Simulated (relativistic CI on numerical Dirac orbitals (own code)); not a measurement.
**Hf2+: N6,7 absorption edge**

Computed with this model: Dirac-Coulomb-Breit CI, KLI orbitals optimised for each configuration, a model potential for QED, valence Slater integrals scaled by 0.8, multiplet model of core-to-valence dipole absorption; configurations [Xe] 4f14 5d2 → [Xe] 4f13 5d3; 10 K; Lorentzian 0.3 eV and Gaussian 0.3 eV FWHM. Energies are those of the free ion, without screening or charge transfer. The branching ratio is the share of the lower-energy edge in the whole absorption, uncertain by about 0.02 where the edges overlap. S is read from ⟨S²⟩ = S(S + 1).

Field parameters in Wybourne normalisation: Oh B⁴₀ = 21Dq, B⁴₄ = √(5/14) B⁴₀. The field is a parameter set, without covalency.

Computed curve for Oh, 10Dq = 5500 cm⁻¹, scaled to 100 at the maximum (points under 2 are left out and the grid is thinned):

```tsv
Energy (eV)	Intensity
13.1	2.4
13.2	3.0
13.3	4.1
13.4	5.6
13.5	7.4
13.6	8.8
13.7	9.3
13.8	8.7
14.0	7.5
14.1	7.9
14.2	9.5
14.3	12.3
14.4	16.2
14.5	20.2
14.6	23.4
14.7	25.8
14.8	27.8
14.9	29.7
15.0	31.0
15.1	32.2
15.2	34.9
15.3	40.4
15.4	47.8
15.6	56.1
15.7	54.7
15.8	53.9
15.9	57.4
16.0	65.7
16.1	76.1
16.2	84.1
16.3	87.3
16.4	88.0
16.5	90.8
16.6	96.0
16.7	99.8
16.8	100.0
16.9	98.2
17.1	95.0
17.2	91.0
17.3	82.1
17.4	68.0
17.5	52.2
17.6	38.8
17.7	29.4
17.8	22.8
17.9	17.8
18.0	14.0
18.1	11.2
18.2	9.2
18.3	7.7
18.4	6.6
18.5	5.7
18.7	4.4
18.8	3.9
18.9	3.5
19.0	3.2
19.1	3.0
19.2	2.7
19.3	2.4
19.4	2.1
```

The ground state has S = 0.98, and the centroid lies at 16.36 eV.
